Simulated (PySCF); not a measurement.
C4H7BO, SMILES C=C1CB(C)O1.

The structure is a stationary point at B3LYP-D3(BJ)/def2-SVP. This is a generated structure with no PubChem entry under its InChIKey; it may be hypothetical.

All values below come from CAM-B3LYP/def2-TZVP (PySCF).

```json
{
  "total_energy": "-256.68810 hartree",
  "point_group": "Cs",
  "highest_occupied_level": "-8.36 eV",
  "lowest_empty_level": "1.20 eV",
  "orbital_gap": "9.56 eV",
  "dipole_moment": "1.62 D",
  "quadrupole, principal values (traceless, Buckingham form, about the centre of nuclear charge)": "-1.52, -1.07, 2.59 D·Å",
  "mean_static_polarisability": "63.2 bohr³ (9.36 Å³)",
  "polarisability_principal_values": "45.5, 56.6, 87.5 bohr³"
}
```
